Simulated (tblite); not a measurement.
Species: C₆H₆FOP.
SMILES with atom numbers: `[CH3:1][O:2][c:3]1[cH:4][cH:5][cH:6][c:7]([F:8])[p:9]1` (hydrogens: H10, H11, H12 on C1; H13 on C4; H14 on C5; H15 on C6)

Structure used (GFN2-xTB), in Å, numbered top down from 1:
```
atom  x, y, z in Å
C1    -2.636   -0.940   -0.235
O2    -1.905    0.169    0.220
C3    -0.557    0.118    0.094
C4     0.116    1.243    0.561
C5     1.486    1.398    0.530
C6     2.341    0.431    0.020
C7     1.862   -0.752   -0.488
F8     2.771   -1.638   -0.965
P9     0.213   -1.293   -0.613
H10   -2.475   -1.106   -1.307
H11   -2.353   -1.849    0.308
H12   -3.685   -0.712   -0.051
H13   -0.501    2.030    0.970
H14    1.912    2.311    0.918
H15    3.409    0.595    0.016
```

All values are computed: GFN2-xTB (tblite) harmonic vibrations without scaling, gas phase. The method is semi-empirical: single wavenumbers can be off by several per cent or more. One conformer, not necessarily the lowest.

Harmonic wavenumbers (cm⁻¹): 99.2, 136.6, 202.0, 209.1, 239.6, 325.9, 352.7, 377.8, 446.6, 492.9, 496.3, 565.5, 667.5, 705.6, 793.0, 801.5, 882.5, 914.6, 1028.3, 1089.1, 1095.2, 1118.4, 1145.7, 1188.8, 1223.1, 1241.7, 1320.6, 1385.7, 1403.8, 1453.4, 1461.5, 1508.8, 1561.4, 2913.8, 2931.1, 3030.5, 3078.6, 3084.7, 3097.1.

A = 2565, B = 1116, C = 781.6 MHz; mass 144.014 u (most abundant isotopes); point group Cs, symmetry number 1.

Question: What is the zero-point energy?

Answer: ½Σν̃ = 23035 cm⁻¹ = 275.56 kJ/mol.

Question: Give the ideal-gas entropy at 298.15 K and 1 bar in the rigid-rotor, harmonic-oscillator model (classical rotation).

Answer: Translation 170.84, rotation 122.81, vibration 85.07: S = 378.7 J/(mol K).

Question: And Cp and H(298.15 K) − H(0)?

Answer: Cp = 140.86 J/(mol K), of which vibrations give 107.60 (their classical limit is 39 R = 324.3); H(298.15 K) − H(0) = 24.92 kJ/mol without the zero-point energy, 15.01 from vibrations.

Question: How do the functions run with temperature in this model?

Answer: 
| T (K) | S (J/(mol K)) | Cp (J/(mol K)) | H − H(0) (kJ/mol) | G − H(0) (kJ/mol) | ln q(vib) |
| --- | --- | --- | --- | --- | --- |
| 100 | 273.3 | 63.8 | 4.43 | -22.90 | 0.59 |
| 200 | 330.2 | 104.2 | 12.88 | -53.17 | 2.25 |
| 300 | 379.6 | 141.5 | 25.18 | -88.70 | 4.22 |
| 500 | 467.4 | 203.8 | 60.08 | -173.61 | 8.37 |
| 800 | 576.7 | 259.9 | 130.51 | -330.84 | 14.47 |
| 1000 | 637.3 | 282.6 | 184.90 | -452.38 | 18.25 |

q(vib) and H(0) count from the zero-point level.

Question: What must be added to the electronic energy to get the Gibbs energy at 298.15 K and 1 bar?

Answer: ZPE + [H(298.15 K) − H(0)] − T·S = 275.56 + 24.92 − 112.92 = 187.56 kJ/mol.

Question: Which modes carry the vibrational entropy at 298.15 K?

Answer: 99.2 cm⁻¹: 14.52; 136.6 cm⁻¹: 11.93; 202.0 cm⁻¹: 8.85; 209.1 cm⁻¹: 8.58; 239.6 cm⁻¹: 7.56; 325.9 cm⁻¹: 5.36 J/(mol K); the other 33 give 28.28 together.

Question: Blend soft modes into free rotors: weight 1/[1 + (100 cm⁻¹/ν̃)⁴] for the oscillator and the rest for a rotor with moment μB/(μ + B), μ = h/(8π²ν), B = 10⁻⁴⁴ kg m². What vibrational entropy results?

Answer: 83.60 J/(mol K) in place of 85.07, which changes −T·S at 298.15 K by +0.44 kJ/mol.

Hindered rotation and anharmonicity are outside this model. Other conformers, if any are populated, would add a mixing term that is left out.
